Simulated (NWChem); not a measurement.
The numbers come from NWChem runs, not from measurements. System: H5AlO2, charge 0, spin multiplicity 1, at a geometry optimised with B3LYP/def2-SVP. The structure started from a generated list of species. Level: G0W0@PBE/def2-TZVPD, RI basis def2-tzvpd-rifit.

Job file:

```
start mol
memory heap 200 mb stack 700 mb global 1700 mb
geometry units angstroms nocenter noautoz noautosym
  Al     0.664216    -0.372127    -0.186086
  H      1.281301    -1.165301     1.049465
  H      1.568201     0.111170    -1.399247
  O     -1.044692    -0.660030    -0.520917
  H     -1.423215    -0.985941    -1.341664
  O     -0.083688     1.246194     0.757500
  H     -0.991263     0.958561     0.491944
  H     -0.042791     1.229851     1.725945
end
basis spherical
  * library def2-tzvpd
end
basis "ri basis" bse spherical
  * library def2-tzvpd-rifit
end
dft
  xc xpbe96 cpbe96
  iterations 100
  direct
  tolerances tight
end
task dft energy
gw
  method cdgw
  states alpha occ 4 vir 2
end
task dft gw
```

NWChem printed:

```
             Northwest Computational Chemistry Package (NWChem) 7.3.0
             --------------------------------------------------------

                                NWChem Input Module
                                -------------------

 Scaling coordinates for geometry "geometry" by  1.889725989
 (inverse scale =  0.529177249)

                             Geometry "geometry" -> ""
                             -------------------------

 Output coordinates in angstroms (scale by  1.889725989 to convert to a.u.)

  No.       Tag          Charge          X              Y              Z
 ---- ---------------- ---------- -------------- -------------- --------------
    1 Al                  13.0000     0.66421600    -0.37212700    -0.18608600
    2 H                    1.0000     1.28130100    -1.16530100     1.04946500
    3 H                    1.0000     1.56820100     0.11117000    -1.39924700
    4 O                    8.0000    -1.04469200    -0.66003000    -0.52091700
    5 H                    1.0000    -1.42321500    -0.98594100    -1.34166400
    6 O                    8.0000    -0.08368800     1.24619400     0.75750000
    7 H                    1.0000    -0.99126300     0.95856100     0.49194400
    8 H                    1.0000    -0.04279100     1.22985100     1.72594500

 Effective nuclear repulsion energy (a.u.)     114.9047523990

            Nuclear Dipole moment (a.u.)
            ----------------------------
        X                 Y               Z
 ---------------- ---------------- ----------------
     0.0000018897     0.0000018897    -0.0000207870


 Summary of "ao basis" -> "" (spherical)
 ------------------------------------------------------------------------------
       Tag                 Description            Shells   Functions and Types
 ---------------- ------------------------------  ------  ---------------------
 *                         def2-tzvpd                 on all atoms

 new library libraries.bse/

 Summary of "ri basis" -> "" (spherical)
 ------------------------------------------------------------------------------
       Tag                 Description            Shells   Functions and Types
 ---------------- ------------------------------  ------  ---------------------
 *                      def2-tzvpd-rifit              on all atoms

  pbe96 is a nonlocal functional; adding pw91lda local functional.

                                 NWChem DFT Module
                                 -----------------

 Summary of "ao basis" -> "ao basis" (spherical)
 ------------------------------------------------------------------------------
       Tag                 Description            Shells   Functions and Types
 ---------------- ------------------------------  ------  ---------------------
 Al                        def2-tzvpd               15       43   6s5p3d1f
 H                         def2-tzvpd                5        9   3s2p
 O                         def2-tzvpd               14       40   6s4p3d1f

 Summary of "ao basis" -> "ao basis" (spherical)
 ------------------------------------------------------------------------------
       Tag                 Description            Shells   Functions and Types
 ---------------- ------------------------------  ------  ---------------------
 Al                        def2-tzvpd               15       43   6s5p3d1f
 H                         def2-tzvpd                5        9   3s2p
 O                         def2-tzvpd               14       40   6s4p3d1f
[...]
   Bfn.  Coefficient  Atom+Function         Bfn.  Coefficient  Atom+Function
  ----- ------------  ---------------      ----- ------------  ---------------
    54     -0.214605  3 H  s                 45      0.207144  2 H  s
    18      0.201717  1 Al pz                69      0.176935  4 O  py
    46      0.160471  2 H  s                 55     -0.153924  3 H  s
    72      0.149475  4 O  py                70     -0.132526  4 O  pz
    53     -0.130098  3 H  s                 44      0.128120  2 H  s

 Vector   18  Occ=0.000000D+00  E=-4.740014D-02
              MO Center= -3.1D-01,  1.1D+00,  1.4D+00, r^2= 6.0D+00
   Bfn.  Coefficient  Atom+Function         Bfn.  Coefficient  Atom+Function
  ----- ------------  ---------------      ----- ------------  ---------------
     5      0.809389  1 Al s                  6      0.623870  1 Al s
    67     -0.593894  4 O  s                116     -0.466308  6 O  s
    19     -0.419236  1 Al px               128      0.420112  6 O  pz
    20      0.402997  1 Al py               127      0.365250  6 O  py
   115     -0.281785  6 O  s                153      0.273097  7 H  s

 Vector   19  Occ=0.000000D+00  E=-2.354710D-02
              MO Center= -1.5D-01, -1.0D+00, -8.9D-01, r^2= 7.4D+00
   Bfn.  Coefficient  Atom+Function         Bfn.  Coefficient  Atom+Function
  ----- ------------  ---------------      ----- ------------  ---------------
    67     -0.929818  4 O  s                  5      0.875340  1 Al s
     6      0.600729  1 Al s                 19     -0.558237  1 Al px
    77     -0.555011  4 O  px                79     -0.424711  4 O  pz
   116     -0.342103  6 O  s                 78     -0.338654  4 O  py
   126     -0.317873  6 O  px                21      0.230991  1 Al pz

 Vector   20  Occ=0.000000D+00  E= 1.564362D-02
              MO Center=  4.1D-01, -4.3D-01, -2.6D-01, r^2= 1.1D+01
   Bfn.  Coefficient  Atom+Function         Bfn.  Coefficient  Atom+Function
  ----- ------------  ---------------      ----- ------------  ---------------
   116      1.465153  6 O  s                  5      1.138933  1 Al s
     6     -0.890711  1 Al s                 67     -0.863561  4 O  s
   128     -0.746341  6 O  pz                77     -0.728228  4 O  px
    20     -0.553135  1 Al py                79     -0.483075  4 O  pz
    32      0.386122  1 Al d -2             153     -0.280694  7 H  s

 center of mass
 --------------
 x =   0.00792776 y =  -0.01521625 z =  -0.02084855

 moments of inertia (a.u.)
 ------------------
         224.761567866093          -6.314752653255         -17.357814259334
          -6.314752653255         211.500182674725         -89.346433197018
         -17.357814259334         -89.346433197018         274.933563237333

     Multipole analysis of the density
     ---------------------------------

     L   x y z        total         alpha         beta         nuclear
     -   - - -        -----         -----         ----         -------
     0   0 0 0     -0.000000    -17.000000    -17.000000     34.000000

     1   1 0 0     -0.681035     -0.340518     -0.340518      0.000002
     1   0 1 0      0.542836      0.271417      0.271417      0.000002
     1   0 0 1      0.488476      0.244248      0.244248     -0.000021

     2   2 0 0    -21.421892    -49.338111    -49.338111     77.254331
     2   1 1 0     -0.267273     -1.116173     -1.116173      1.965072
     2   1 0 1      1.108566     -4.334454     -4.334454      9.777474
     2   0 2 0    -19.915595    -50.102044    -50.102044     80.288492
     2   0 1 1      4.477595    -22.296628    -22.296628     49.070851
     2   0 0 2    -17.042245    -35.824902    -35.824902     54.607560

 Task  times  cpu:       78.7s     wall:       78.7s

                                NWChem Input Module
                                -------------------

                                 NWChem GW Module
                                 ----------------

                             ***********************
                             ***        GW       ***
                             ***********************

 Summary of "ri basis" -> "ri basis" (spherical)
 ------------------------------------------------------------------------------
       Tag                 Description            Shells   Functions and Types
 ---------------- ------------------------------  ------  ---------------------
 Al                     def2-tzvpd-rifit            33      129   10s8p7d6f2g
 H                      def2-tzvpd-rifit            10       24   5s3p2d
 O                      def2-tzvpd-rifit            26       92   9s7p5d4f1g

                 Memory Information
                 ------------------
          Available GA per process is          1699.8 MBs
          Available stack per process is        700.0 MBs
          Available heap per process is           0.0 MBs

          Peak memory in Initialization
              Peak GA per process is                 12.3 MBs
              Peak stack per process is               0.4 MBs
              Peak heap per process is               12.7 MBs
              Memory not in MA per process            0.0 MBs

          Peak memory in CDGW Calculation
              Peak GA per process is                 15.3 MBs
              Peak stack per process is               2.9 MBs
              Peak heap per process is                3.3 MBs
              Memory not in MA per process            0.0 MBs

          Computing 2-center integrals
          Computing Inverse Cholesky factor
          Computing 3-center integrals
          Computing Vxc

          Computing Sigma_x
          Computing W(iw) on the imaginary grid
          Solving quasiparticle equations

                  Alpha Orbitals
          State     Energy (eV)     Error (eV)
          -----------------------------------
@GW        14        -11.907           0.002
@GW        15        -10.794           0.002
@GW        16        -10.541           0.003
@GW        17         -9.553           0.002
@GW        18          0.924           0.002
@GW        19          1.416           0.004

     GW Timing Statistics
   ------------------------
   Init.   :          0.1s
     ERIs  :          3.7s
     Distr.:          0.0s
     Vxc   :          1.4s
   Vmo     :          0.0s
   iW      :          4.8s
   I_n     :          0.0s
   R_n     :          0.8s
   GW total:         11.0s

 Task  times  cpu:       11.0s     wall:       11.0s

 Total times  cpu:       89.7s     wall:       89.7s
```
